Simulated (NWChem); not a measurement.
System: pivalic acid (C₅H₁₀O₂); SMILES CC(C)(C)C(=O)O

```xyz
17

C      0.7551    -0.9961    -1.2597
C     -0.0127    -0.5717     0.0002
C     -1.4101    -1.1842     0.0062
C      0.7668    -0.9975     1.2523
C     -0.1436     0.9462     0.0006
O      1.0493     1.5628     0.0003
O     -1.1768     1.5630     0.0006
H      1.7601    -0.5514    -1.2839
H      0.8605    -2.0920    -1.2798
H      0.2217    -0.6917    -2.1736
H     -1.3400    -2.2826     0.0043
H     -1.9853    -0.8699    -0.8765
H     -1.9773    -0.8719     0.8948
H      1.7720    -0.5529     1.2678
H      0.2420    -0.6941     2.1716
H      0.8722    -2.0934     1.2702
H      0.8613     2.5139     0.0000
```
Atoms are numbered in this order, from 1.

Program: NWChem. Pople sets run with spherical d functions. Geometry: optimised at PBE0/def2-SVP. Not confirmed as a minimum by frequencies.

Problem. Taking Hartree-Fock/6-311++G** as the yardstick, which of these has the fewest basis functions while keeping “highest occupied level (eV)” within 0.05 eV of it: Hartree-Fock/6-31+G*; Hartree-Fock/STO-3G; Hartree-Fock/3-21G; Hartree-Fock/6-311G**; Hartree-Fock/6-31G*?

Solution. Hartree-Fock/6-31+G* (a larger set in the list lies outside the tolerance).
| level | basis functions | highest occupied level (eV) |
|---|---|---|
| Hartree-Fock/STO-3G | 45 | -8.98 |
| Hartree-Fock/3-21G | 83 | -11.58 |
| Hartree-Fock/6-31G* | 118 | -11.79 |
| Hartree-Fock/6-31+G* | 146 | -12.00 |
| Hartree-Fock/6-311G** | 186 | -11.87 |
| Hartree-Fock/6-311++G** | 224 | -11.98 |

The yardstick is one finite set, not the basis-set limit.
